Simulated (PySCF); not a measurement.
Al(H)(F)(NMe2) (C2H7AlFN), SMILES C[N](C)[AlH][F].

Geometry optimised at PBE-D3(BJ)/def2-SVP. One conformer was computed; it need not be the lowest.

Two levels are set side by side: TDA-PBE/def2-SVPD (PySCF) and TDA-ωB97X/def2-SVPD (PySCF). Vertical, same geometry. The lowest singlet is HOMO→LUMO+1 99 % with PBE and HOMO→LUMO+1 79 %, HOMO→LUMO+3 15 % with the other functional; states are paired by order. Differences are taken from unrounded values.

```csv
quantity,TDA-PBE
lowest singlet excitation (eV),4.60
lowest triplet excitation (TDA) (eV),3.85
first bright state (f over 0.05) (eV),4.88
its oscillator strength,0.16
```

Task: These are the TDA-PBE values. What does TDA-ωB97X give? (An estimate is asked for; the answer gives what the named calculation found.)

Result: 
```json
[
 {"quantity": "lowest singlet excitation (eV)", "TDA-ωB97X": "5.84", "TDA-PBE minus TDA-ωB97X": "-1.24"},
 {"quantity": "lowest triplet excitation (TDA) (eV)", "TDA-ωB97X": "5.12", "TDA-PBE minus TDA-ωB97X": "-1.27"},
 {"quantity": "first bright state (f over 0.05) (eV)", "TDA-ωB97X": "6.02", "TDA-PBE minus TDA-ωB97X": "-1.14"},
 {"quantity": "its oscillator strength", "TDA-ωB97X": "0.16", "TDA-PBE minus TDA-ωB97X": "0.00"}
]
```

Functionals without exact exchange tend to place singlet excitations lower, as here. Differences between two approximate levels are no errors against the true value.

Rough cost on one machine, each run with all the roots and properties that it gave: TDA-ωB97X against TDA-PBE about 4 times.
